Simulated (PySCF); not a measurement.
PySCF input file for GeCl₂, SMILES [Cl][Ge][Cl] (connectivity only; charge and spin as stated), neutral, multiplicity 1, ADC(2)/aug-cc-pVDZ. Coordinates come from a PBE0-D3(BJ)/def2-TZVP optimisation. The isomer is the one that the SMILES or the coordinates give; other isomers of the formula were not compared.

```python
import numpy as np
from pyscf import gto, scf, dft, adc

mol = gto.M(
    atom='''
    Ge    0.00000000    0.00000000    0.72246178
    Cl    0.00000000    1.67109776   -0.67996402
    Cl    0.00000000   -1.67109776   -0.67996402
    ''',
    basis='aug-cc-pVDZ',
    charge=0,
    spin=0,
    max_memory=1600,
    verbose=4,
)
mf = scf.RHF(mol)
mf.conv_tol = 1e-10
mf.max_cycle = 100
mf.kernel()
res = {}
for kind, nroots in (('ee', 6), ('ip', 6), ('ea', 2)):
    a = adc.ADC(mf).density_fit('aug-cc-pvdz-ri')
    a.method, a.method_type = 'adc(2)', kind
    e, v, p, x = a.kernel(nroots=nroots)
    res[kind] = (e * 27.211386245988, p)
for kind, (e, p) in res.items():
    print(kind, 'energies / eV', np.round(e, 3), 'strengths', np.round(p, 4))
```

It prints:

```
PySCF version 2.14.0

[INPUT] verbose = 4
[INPUT] num. atoms = 3
[INPUT] num. electrons = 66
[INPUT] charge = 0
[INPUT] spin (= nelec alpha-beta = 2S) = 0
[INPUT] symmetry False subgroup None
[INPUT] Mole.unit = angstrom
[INPUT] Symbol           X                Y                Z      unit          X                Y                Z       unit  Magmom
[INPUT]  1 Ge     0.000000000000   0.000000000000   0.722461780000 AA    0.000000000000   0.000000000000   1.365254899666 Bohr   0.0
[INPUT]  2 Cl     0.000000000000   1.671097760000  -0.679964020000 AA    0.000000000000   3.157917093774  -1.284945772358 Bohr   0.0
[INPUT]  3 Cl     0.000000000000  -1.671097760000  -0.679964020000 AA    0.000000000000  -3.157917093774  -1.284945772358 Bohr   0.0

nuclear repulsion = 309.6677886126
number of shells = 25
number of NR pGTOs = 186
number of NR cGTOs = 90
basis = aug-cc-pVDZ
ecp = {}


[settings echo left out]
init E= -2993.81976063803
  HOMO = -0.281672639280634  LUMO = -0.0390396767778838  gap/eV = 6.60238
cycle= 1 E= -2994.38105786402  delta_E= -0.561  |g|= 0.382  |ddm|= 1.48
  HOMO = -0.403280750281222  LUMO = -0.0571337231258613  gap/eV = 9.41914
cycle= 2 E= -2994.42560982627  delta_E= -0.0446  |g|= 0.208  |ddm|= 0.667
  HOMO = -0.391512337328371  LUMO = -0.0141759739773577  gap/eV = 10.26785
cycle= 3 E= -2994.43887977556  delta_E= -0.0133  |g|= 0.0232  |ddm|= 0.207
  HOMO = -0.388926867645691  LUMO = -0.00831798175618692  gap/eV = 10.35690
cycle= 4 E= -2994.43942740586  delta_E= -0.000548  |g|= 0.00678  |ddm|= 0.0792
  HOMO = -0.389484737860679  LUMO = -0.00896193179613314  gap/eV = 10.35455
cycle= 5 E= -2994.43948405579  delta_E= -5.66e-05  |g|= 0.00163  |ddm|= 0.0269
  HOMO = -0.389289100023661  LUMO = -0.00882810800380751  gap/eV = 10.35287
cycle= 6 E= -2994.43948758845  delta_E= -3.53e-06  |g|= 0.000492  |ddm|= 0.00585
  HOMO = -0.389288387447187  LUMO = -0.00883928907568343  gap/eV = 10.35255
cycle= 7 E= -2994.43948784398  delta_E= -2.56e-07  |g|= 0.000103  |ddm|= 0.00159
  HOMO = -0.389256035489264  LUMO = -0.00882451147207464  gap/eV = 10.35207
cycle= 8 E= -2994.43948785289  delta_E= -8.91e-09  |g|= 2.57e-05  |ddm|= 0.000233
  HOMO = -0.38925636645874  LUMO = -0.00882613863663728  gap/eV = 10.35203
cycle= 9 E= -2994.43948785355  delta_E= -6.58e-10  |g|= 7.51e-06  |ddm|= 5.96e-05
  HOMO = -0.389256546997499  LUMO = -0.00882692396599993  gap/eV = 10.35202
cycle= 10 E= -2994.43948785358  delta_E= -3.09e-11  |g|= 2.09e-06  |ddm|= 1.47e-05
  HOMO = -0.38925639311065  LUMO = -0.00882681834813659  gap/eV = 10.35202
Extra cycle  E= -2994.4394878536  delta_E= -2.27e-11  |g|= 9.47e-07  |ddm|= 3.35e-06
converged SCF energy = -2994.4394878536

******** <class 'pyscf.adc.radc.RADC'> ********
******** ADC Orbital Information ********
Number of Frozen Occupied Orbitals: 0
Number of Frozen Virtual Orbitals: 0
Number of Active Occupied Orbitals: 33
Number of Active Virtual Orbitals: 57
*****************************************
******** <class 'pyscf.df.df.DF'> ********
auxbasis = aug-cc-pvdz-ri
Reference correlation energy (doubles): -0.41292848
MP2 correlation energy of reference state (a.u.) = -0.41292848

******** <class 'pyscf.adc.radc_ee.RADCEE'> ********
max_space = 12
max_cycle = 50
conv_tol = 1e-08

*************************************************************
        ADC calculation summary (singlet states only)
*************************************************************
adc(2) root 0  |  Energy (Eh) =   0.1465778905  |  Energy (eV) =   3.98858756  |  Osc. strength = 0.02914792  |  conv = True
adc(2) root 1  |  Energy (Eh) =   0.1766388672  |  Energy (eV) =   4.80658840  |  Osc. strength = 0.00000000  |  conv = True
adc(2) root 2  |  Energy (Eh) =   0.1979667167  |  Energy (eV) =   5.38694875  |  Osc. strength = 0.06844130  |  conv = True
adc(2) root 3  |  Energy (Eh) =   0.2265752886  |  Energy (eV) =   6.16542764  |  Osc. strength = 0.01299169  |  conv = True
adc(2) root 4  |  Energy (Eh) =   0.2273027863  |  Energy (eV) =   6.18522386  |  Osc. strength = 0.00967445  |  conv = True
adc(2) root 5  |  Energy (Eh) =   0.2516355458  |  Energy (eV) =   6.84735197  |  Osc. strength = 0.24771720  |  conv = True

******** <class 'pyscf.adc.radc.RADC'> ********
******** ADC Orbital Information ********
Number of Frozen Occupied Orbitals: 0
Number of Frozen Virtual Orbitals: 0
Number of Active Occupied Orbitals: 33
Number of Active Virtual Orbitals: 57
*****************************************
******** <class 'pyscf.df.df.DF'> ********
auxbasis = aug-cc-pvdz-ri
Reference correlation energy (doubles): -0.41292848
MP2 correlation energy of reference state (a.u.) = -0.41292848

******** <class 'pyscf.adc.radc_ip.RADCIP'> ********
max_space = 12
max_cycle = 50
conv_tol = 1e-08

*************************************************************
        ADC calculation summary (doublet states only)
*************************************************************
adc(2) root 0  |  Energy (Eh) =   0.3654942066  |  Energy (eV) =   9.94560395  |  Spec. factor = 1.81874394  |  conv = True
adc(2) root 1  |  Energy (Eh) =   0.3963727399  |  Energy (eV) =  10.78585163  |  Spec. factor = 1.76569544  |  conv = True
adc(2) root 2  |  Energy (Eh) =   0.4135399031  |  Energy (eV) =  11.25299394  |  Spec. factor = 1.76772239  |  conv = True
adc(2) root 3  |  Energy (Eh) =   0.4420570316  |  Energy (eV) =  12.02898453  |  Spec. factor = 1.76856793  |  conv = True
adc(2) root 4  |  Energy (Eh) =   0.4476621880  |  Energy (eV) =  12.18150861  |  Spec. factor = 1.76138439  |  conv = True
adc(2) root 5  |  Energy (Eh) =   0.4826739606  |  Energy (eV) =  13.13422746  |  Spec. factor = 1.76598817  |  conv = True

******** <class 'pyscf.adc.radc.RADC'> ********
******** ADC Orbital Information ********
Number of Frozen Occupied Orbitals: 0
Number of Frozen Virtual Orbitals: 0
Number of Active Occupied Orbitals: 33
Number of Active Virtual Orbitals: 57
*****************************************
******** <class 'pyscf.df.df.DF'> ********
auxbasis = aug-cc-pvdz-ri
Reference correlation energy (doubles): -0.41292848
MP2 correlation energy of reference state (a.u.) = -0.41292848

******** <class 'pyscf.adc.radc_ea.RADCEA'> ********
max_space = 12
max_cycle = 50
conv_tol = 1e-08

*************************************************************
        ADC calculation summary (doublet states only)
*************************************************************
adc(2) root 0  |  Energy (Eh) =  -0.0473237146  |  Energy (eV) =  -1.28774387  |  Spec. factor = 1.86859708  |  conv = True
adc(2) root 1  |  Energy (Eh) =   0.0296527042  |  Energy (eV) =   0.80689118  |  Spec. factor = 1.93877919  |  conv = True
ee energies / eV [3.989 4.807 5.387 6.165 6.185 6.847] strengths [0.0291 0.     0.0684 0.013  0.0097 0.2477]
ip energies / eV [ 9.946 10.786 11.253 12.029 12.182 13.134] strengths [1.8187 1.7657 1.7677 1.7686 1.7614 1.766 ]
ea energies / eV [-1.288  0.807] strengths [1.8686 1.9388]
```

Self-consistency was reached.

Cost: roughly 14 core-minutes.
